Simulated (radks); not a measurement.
Trend from Zr to Cd: ionisation energy by Delta-SCF between NIST ground configurations, and size. Method: scalar-relativistic Kohn-Sham, LDA (Slater exchange, Perdew-Wang correlation), spin-polarised, spherical densities, finite nucleus; open shells are filled with parallel spins first (spin-orbit coupling, left out, can overturn this in heavy ions); Fermi nuclear charge, rms radius of each element as measured or else 0.836 A^(1/3) + 0.57 fm; computed with a radial shooting solver on a logarithmic mesh with Libxc functionals.

species  configuration  configuration of the ion  IE (eV)  NIST (eV)  kind
Zr        [Kr] 4d2 5s2              [Kr] 4d2 5s1    6.727      6.634  exp.
Nb        [Kr] 4d4 5s1                  [Kr] 4d4    7.402      6.759  exp.
Mo        [Kr] 4d5 5s1                  [Kr] 4d5    7.716      7.092  exp.
Tc        [Kr] 4d5 5s2              [Kr] 4d5 5s1    7.306      7.119  exp.
Ru        [Kr] 4d7 5s1                  [Kr] 4d7    8.033      7.361  exp.
Rh        [Kr] 4d8 5s1                  [Kr] 4d8    8.124      7.459  exp.
Pd           [Kr] 4d10                  [Kr] 4d9    9.237      8.337  exp.
Ag       [Kr] 4d10 5s1                 [Kr] 4d10    8.256      7.576  exp.
Cd       [Kr] 4d10 5s2             [Kr] 4d10 5s1    9.418      8.994  exp.

Reference values: NIST Atomic Spectra Database (exp. = measured, semi-emp. = semi-empirical, theory = theoretical value adopted there). Open shells are spherical and high-spin; term and fine-structure splittings are not resolved.
